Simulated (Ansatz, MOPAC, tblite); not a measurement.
Approach curve of the dimer H6Si2 ··· H4OSi (SMILES [SiH3][SiH3] and O[SiH3]), singlet. Monomers: optimised at B3LYP-D3(BJ) (def2-TZVP), held rigid. Orientation: a higher rigid-body minimum at GFN2-xTB. Only R, the distance of the centres of mass, is varied, so the lowest point isn't the relaxed dimer.

Geometry at R = 3.85 Å (first 8 atoms: monomer A):
```
14

Si    -1.1657     0.1209    -0.0207
Si     1.1657    -0.1210     0.0207
H     -1.7610    -0.8010    -1.0185
H     -1.5322     1.5119    -0.3828
H     -1.7389    -0.1886     1.3118
H      1.5324    -1.5112     0.3853
H      1.7611     0.8029     1.0166
H      1.7386     0.1861    -1.3125
Si     0.3893    -2.8378    -2.9961
O     -0.1124    -1.2751    -3.1886
H      1.8546    -2.9187    -2.7747
H      0.0579    -3.6685    -4.1806
H     -0.3260    -3.3477    -1.8102
H      0.2453    -0.7637    -3.9179
```

PM3, restricted, heats of formation (MOPAC); PM6, restricted, heats of formation (MOPAC); GFN2-xTB (tblite); CCSD(T)/aug-cc-pVDZ = CCSD(T) on RHF/aug-cc-pVDZ, frozen core, counterpoise-corrected run with Ansatz (an electronic-structure program).

Interaction energies in kJ/mol; the last columns give the difference from CCSD(T):

| R / Å | PM3 | PM6 | GFN2-xTB | CCSD(T)/aug-cc-pVDZ | PM3 − CCSD(T)/aug-cc-pVDZ | PM6 − CCSD(T)/aug-cc-pVDZ | GFN2-xTB − CCSD(T)/aug-cc-pVDZ |
|---|---|---|---|---|---|---|---|
| 3.49 | 12.67 | 0.71 | -7.16 | 2.75 | 9.92 | -2.03 | -9.91 |
| 3.66 | 9.69 | -3.88 | -9.87 | -1.87 | 11.56 | -2.00 | -7.99 |
| 3.85 | 7.46 | -5.35 | -10.70 | -4.37 | 11.83 | -0.98 | -6.33 |
| 4.08 | 5.59 | -4.39 | -10.19 | -5.28 | 10.87 | 0.89 | -4.92 |
| 4.28 | 4.38 | -2.71 | -9.21 | -5.12 | 9.50 | 2.41 | -4.09 |
| 4.53 | 3.22 | -0.78 | -7.80 | -4.42 | 7.64 | 3.64 | -3.37 |
| 4.83 | 2.18 | 0.63 | -6.19 | -3.43 | 5.61 | 4.07 | -2.76 |
| 5.34 | 1.04 | 1.26 | -4.05 | -2.07 | 3.11 | 3.33 | -1.98 |
| 6.06 | 0.24 | 0.97 | -2.23 | -1.00 | 1.24 | 1.97 | -1.24 |
| 7.04 | -0.16 | 0.55 | -1.09 | -0.41 | 0.24 | 0.95 | -0.68 |
| 8.31 | -0.28 | 0.26 | -0.51 | -0.15 | -0.13 | 0.42 | -0.36 |

PM3 is furthest from CCSD(T)/aug-cc-pVDZ at 3.85 (11.83 kJ/mol, above); its mean absolute difference over the points is 6.52 kJ/mol.

PM6 is furthest from CCSD(T)/aug-cc-pVDZ at 4.83 (4.07 kJ/mol, above); its mean absolute difference over the points is 2.06 kJ/mol.

GFN2-xTB is furthest from CCSD(T)/aug-cc-pVDZ at 3.49 (-9.91 kJ/mol, below); its mean absolute difference over the points is 3.97 kJ/mol.
